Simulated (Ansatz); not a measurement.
`CO[SiH2]CN` + `[AlH2][SH]` → `NC[SiH2]S` + `C[O][AlH2]`  (redistribution)

Computed with Ansatz on PBE0-D4/def2-TZVP structures; ΔE is electronic, products minus reactants. CCSD(T)/CBS is the MP2 limit (def2-TZVPP, def2-QZVPP) plus CCSD(T) − MP2 in def2-TZVPP, frozen cores. This one scheme is used for every species. Each species was taken in one conformer, which may not be the lowest.

| species | CCSD(T)/CBS(def2) energy (Eh) |
| --- | --- |
| `CO[SiH2]CN` | -500.49804 |
| `[AlH2][SH]` | -641.61836 |
| `NC[SiH2]S` | -783.84080 |
| `C[O][AlH2]` | -358.26893 |

(1) Work out ΔE.

Largest T1 diagnostic among the species: 0.012.

Answers

(1) ΔE = (-783.84080) + (-358.26893) − (-500.49804) − (-641.61836) = 0.00667 Eh = +0.18 eV.

In def2-TZVPP, CCSD(T) changes the Hartree–Fock value by −0.05 eV (the triples alone add −0.01 eV) and MP2 by −0.08 eV. From PBE to PBE0 (25 % exact exchange), in def2-TZVPP and without D4, ΔE moves by +0.04 eV.
